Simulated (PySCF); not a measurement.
## Stretching TaCl

Set-up: basis Ta def2-TZVPPD with ECP60, Cl def2-TZVPPD; scalar-relativistic core potentials; PySCF 2.14. Energies in eV from Ta (5d3 6s2) + Cl in their ground configurations at the same level. State: quintet, unpaired electrons σ ↑, π ↑, δ ↑↑.

| R (Å) | UHF-CCSD |
| --- | --- |
| 2.070 | -3.345 |
| 2.231 | -3.913 |
| 2.300 | -3.967 |
| 2.369 | -3.947 |
| 2.461 | -3.836 |
| 2.576 | -3.609 |

Task: Put a parabola through the three lowest points of the UHF-CCSD curve and estimate Re, k and ωe (reduced mass 29.31 u; 1 eV/Å² = 0.16022 mdyn/Å; ωe = 1302.8·√(k/μ) cm⁻¹).

Result: Through R = 2.231, 2.3, 2.369 Å the second-order coefficient is 7.77 eV/Å², so Re ≈ 2.316 Å, k ≈ 2.49 mdyn/Å and ωe ≈ 380 cm⁻¹. A polynomial fit of higher order to the unrounded UHF-CCSD energies gives Re = 2.313 Å, k = 2.37 mdyn/Å, ωe = 370 cm⁻¹; anharmonicity and rounding make the difference.

The higher-order fit for each curve: UHF-CCSD: Re = 2.313 Å, ωe = 370 cm⁻¹, De = 3.97 eV.

Correlated steps freeze 5 core orbitals. These are scalar-relativistic numbers at best; spin–orbit coupling would shift them, the dissociation energy most. The state is the lowest single determinant that the PBE0 search found; with open d or f shells the true ground state can be another one.
